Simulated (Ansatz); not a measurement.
A structure relaxed at PBE-D4/def2-SVPD in Ansatz, charge -1, doublet:

```xyz
5

Ge   -0.271    1.306    0.785
Ge   -0.055   -1.287   -0.857
Te   -2.361    0.135   -0.524
Te    0.977   -1.001    1.710
Te    1.710    0.848   -1.114
```

Task: Give its formula and point group.

Result: the cluster Ge2Te3⁻. Point group C2v (tolerance 0.1 Å).

Task: Summarise the bond lengths by kind (pairs closer than 1.2 times the sum of covalent radii, bridged metal pairs left out).

Result: 6 × Ge–Te 2.73 to 2.78 Å.

In the def2 sets Te takes a core potential; there is no spin–orbit coupling. The relaxation made no stability test and no search for a lower SCF solution. Another isomer (doublet) lies 0.26 eV lower at PBE0-D4/def2-TZVPD; other spin states weren't run for this one.
